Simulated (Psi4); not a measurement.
pyridine (C$_{5}$H$_{5}$N), singlet, at a GFN2-xTB geometry; CAM-B3LYP/6-311G** run with Psi4 1.11.

Here is a job for Psi4.
```
memory 2 GB

molecule {
0 1
  N     0.00742982   -0.00202824    1.39890042
  C    -0.00729504    0.00199145   -1.37352275
  C     0.00593743    1.13226510    0.72050688
  C     0.00169873   -1.13434967    0.71724306
  C    -0.00577111   -1.19111707   -0.66858228
  C    -0.00131259    1.19305082   -0.66514919
  H    -0.01303551    0.00355852   -2.45435009
  H     0.01080092    2.03373642    1.31980399
  H     0.00318739   -2.03755505    1.31394154
  H    -0.01026046   -2.14122739   -1.18042206
  H    -0.00224565    2.14464139   -1.17425062
}

set basis 6-311g**

energy('cam-b3lyp')
print_variables()
```

What the program printed (banner, timings and long lists left out):

```
   => Loading Basis Set <=

    Name: 6-311G**
    Role: ORBITAL
    Keyword: BASIS

         ---------------------------------------------------------
                                   SCF
               by Justin Turney, Rob Parrish, Andy Simmonett
                          and Daniel G. A. Smith
                              RKS Reference
         ---------------------------------------------------------

  ==> Geometry <==

    Molecular point group: c1
    Full point group: C1

    Geometry (in Angstrom), charge = 0, multiplicity = 1:

       Center              X                  Y                   Z               Mass
    ------------   -----------------  -----------------  -----------------  -----------------
         N            0.007284509718    -0.001988571752     1.371540909328    14.003074004430
         C           -0.007440350282     0.002031118248    -1.400882260672    12.000000000000
         C            0.005792119718     1.132304768248     0.693147369328    12.000000000000
         C            0.001553419718    -1.134310001752     0.689883549328    12.000000000000
         C           -0.005916420282    -1.191077401752    -0.695941790672    12.000000000000
         C           -0.001457900282     1.193090488248    -0.692508700672    12.000000000000
         H           -0.013180820282     0.003598188248    -2.481709600672     1.007825032230
         H            0.010655609718     2.033776088248     1.292444479328     1.007825032230
         H            0.003042079718    -2.037515381752     1.286582029328     1.007825032230
         H           -0.010405770282    -2.141187721752    -1.207781570672     1.007825032230
         H           -0.002390960282     2.144681058248    -1.201610130672     1.007825032230

  Running in c1 symmetry.

  Rotational constants: A =      0.20424  B =      0.19735  C =      0.10037 [cm^-1]
  Rotational constants: A =   6122.83633  B =   5916.31354  C =   3008.90178 [MHz]
  Nuclear repulsion =  207.572344625602653

  Charge       = 0
  Multiplicity = 1
  Electrons    = 42
  Nalpha       = 21
  Nbeta        = 21

  ==> Algorithm <==

  SCF Algorithm Type is DF.
  DIIS enabled.
  MOM disabled.
  Fractional occupation disabled.
  Guess Type is SAD.
  Energy threshold   = 1.00e-06
  Density threshold  = 1.00e-06
  Integral threshold = 1.00e-12

  ==> Primary Basis <==

  Basis Set: 6-311G**
    Blend: 6-311G**
    Number of shells: 68
    Number of basis functions: 138
[...]
   @DF-RKS iter   3:  -248.20361504769897   -1.44473e-01   4.95535e-04 DIIS/ADIIS
   @DF-RKS iter   4:  -248.20501338252927   -1.39833e-03   2.48666e-04 DIIS/ADIIS
   @DF-RKS iter   5:  -248.20547405415161   -4.60672e-04   5.30984e-05 DIIS
   @DF-RKS iter   6:  -248.20549655866358   -2.25045e-05   2.02377e-05 DIIS
   @DF-RKS iter   7:  -248.20550065523898   -4.09658e-06   3.05387e-06 DIIS
   @DF-RKS iter   8:  -248.20550077733824   -1.22099e-07   9.29113e-07 DIIS
  Energy and wave function converged.

  ==> Post-Iterations <==

   Electrons on quadrature grid:
      Ntotal   =   42.0000276303 ; deviation = 2.763e-05

    Orbital Energies [Eh]
    ---------------------

    Doubly Occupied:

[...]
    Virtual:

[...]
    Final Occupation by Irrep:
              A
    DOCC [    21 ]
    NA   [    21 ]
    NB   [    21 ]

  @DF-RKS Final Energy:  -248.20550077733824

   => Energetics <=

    Nuclear Repulsion Energy =            207.5723446256026534
    One-Electron Energy =                -744.7682088783548124
    Two-Electron Energy =                 315.0300479647403904
    DFT Exchange-Correlation Energy =     -26.0396844893264650
    Empirical Dispersion Energy =           0.0000000000000000
    VV10 Nonlocal Energy =                  0.0000000000000000
    Total Energy =                       -248.2055007773382158

Computation Completed

Properties will be evaluated at   0.000000,   0.000000,   0.000000 [a0]

Properties computed using the SCF density matrix

 Multipole Moments:

 ------------------------------------------------------------------------------------
     Multipole            Electronic (a.u.)      Nuclear  (a.u.)        Total (a.u.)
 ------------------------------------------------------------------------------------

 L = 1.  Multiply by 2.5417464519 to convert [e a0] to [Debye]
 Dipole X            :          0.0069700           -0.0115332           -0.0045632
 Dipole Y            :         -0.0019027            0.0031484            0.0012457
 Dipole Z            :          1.3123173           -2.1714832           -0.8591659
 Magnitude           :                                                    0.8591789

 ------------------------------------------------------------------------------------

  Variable Map:
  ----------------------------------------------------------------------------
[...]
  Array Variable Map:
  ----------------------------------------------------------------------------
[...]
[...]
```
